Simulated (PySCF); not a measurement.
`C[C@H]1O[S@](=O)O[C@@H]1F`, C3H5FO3S

Molfile (atoms numbered from 1):
```
C3H5FO3S
     RDKit          3D

 13 13  0  0  0  0  0  0  0  0999 V2000
    1.3819   -0.7099   -0.2519 C   0  0  0  0  0  0  0  0  0  0  0  0
    0.3460   -0.2078    0.7465 C   0  0  1  0  0  0  0  0  0  0  0  0
    0.3792    1.1872    0.8727 O   0  0  0  0  0  0  0  0  0  0  0  0
   -0.5546    1.9652   -0.2617 S   0  0  0  0  0  4  0  0  0  0  0  0
   -1.3283    2.9501    0.4078 O   0  0  0  0  0  0  0  0  0  0  0  0
   -1.4625    0.5243   -0.5391 O   0  0  0  0  0  0  0  0  0  0  0  0
   -1.0863   -0.5099    0.2564 C   0  0  2  0  0  0  0  0  0  0  0  0
   -1.9268   -0.6072    1.3428 F   0  0  0  0  0  0  0  0  0  0  0  0
    2.3618   -0.3279    0.0223 H   0  0  0  0  0  0  0  0  0  0  0  0
    1.4124   -1.7957   -0.2464 H   0  0  0  0  0  0  0  0  0  0  0  0
    1.1365   -0.3637   -1.2542 H   0  0  0  0  0  0  0  0  0  0  0  0
    0.5087   -0.6373    1.7404 H   0  0  0  0  0  0  0  0  0  0  0  0
   -1.1723   -1.4668   -0.2750 H   0  0  0  0  0  0  0  0  0  0  0  0
  1  2  1  0
  2  3  1  0
  4  3  1  1
  4  5  2  0
  4  6  1  0
  6  7  1  0
  7  8  1  0
  7  2  1  0
  1  9  1  0
  1 10  1  0
  1 11  1  0
  2 12  1  1
  7 13  1  6
M  END
```

Theory: TDDFT B3LYP/def2-SVPD circular dichroism and optical rotation, one conformer, gas phase in PySCF. Geometry: GFN2-xTB.

States above about 8.2 eV (minus the energy of the highest occupied orbital) lie near or above the ionisation threshold and depend on the basis.

Task: Draw the ECD and absorption spectra from the lowest 16 states, each a Gaussian of half-width 0.2 eV at 1/e height.

Result: 
| E (eV) | λ (nm) | Δε (L mol⁻¹ cm⁻¹) | ε (L mol⁻¹ cm⁻¹) |
| --- | --- | --- | --- |
| 5.32 | 233 | 0.00 | 3.68 |
| 5.47 | 227 | +0.03 | 89.2 |
| 5.62 | 221 | +0.25 | 702 |
| 5.77 | 215 | +0.63 | 1790 |
| 5.92 | 210 | +0.52 | 1490 |
| 6.07 | 204 | +0.14 | 400 |
| 6.22 | 199 | +0.09 | 37.8 |
| 6.37 | 195 | +1.23 | 47.9 |
| 6.52 | 190 | +6.61 | 252 |
| 6.67 | 186 | +11.53 | 441 |
| 6.82 | 182 | +6.41 | 276 |
| 6.97 | 178 | +0.02 | 306 |
| 7.12 | 174 | -3.81 | 1110 |
| 7.27 | 171 | -6.26 | 3200 |
| 7.42 | 167 | -7.94 | 5810 |
| 7.57 | 164 | -5.61 | 4950 |
| 7.72 | 161 | -3.27 | 2910 |
| 7.87 | 158 | -12.01 | 2470 |
| 8.02 | 155 | -22.17 | 2530 |
| 8.17 | 152 | -11.30 | 2860 |
| 8.32 | 149 | +14.64 | 3620 |
| 8.47 | 146 | +20.63 | 3510 |
| 8.62 | 144 | +3.37 | 2750 |

Δε uses R in velocity form, ε uses f in length form. Only the states computed contribute, so the short-wavelength end is incomplete.

The sign of the CD band at 142 nm isn't settled: the length form gives the opposite one.
